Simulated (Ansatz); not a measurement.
System: sum formula SnH₃Cl, charge 0, multiplicity 1. 
Coordinates optimised at B3LYP-D3(BJ)/def2-TZVP (Ansatz, a first-principles code):
```
Sn
H 1 1.7045
H 1 1.7045 2 112.69
H 1 1.7045 2 112.69 3 128.90
Cl 1 2.3564 2 106.02 3 -115.55
```
Charge 0, spin multiplicity 1.

Basis-set convergence of Hartree-Fock and CCSD correlation energies (hartree) with Ansatz. Correlated levels leave the core frozen unless marked. No spin-orbit coupling. Frozen are the shells of the preceding noble gas and the d and f shells that filled before the atom's block. Past Kr the def2 sets carry scalar-relativistic core potentials.

```tsv
basis	functions	E(HF)	E(corr, CCSD)
def2-SVPD	83	-674.47500	-0.27634
def2-TZVPPD	158	-674.63683	-0.34384
def2-QZVPPD	266	-674.65146	-0.36802
```

Extrapolating the two largest sets (X = 3 and 4) as X^-3: E(corr) = (64·(-0.36802) - 27·(-0.34384))/37 = -0.3857 Eh, an estimate of the basis-set limit. The largest set recovers 95.4 % of it, the smallest 71.7 %.
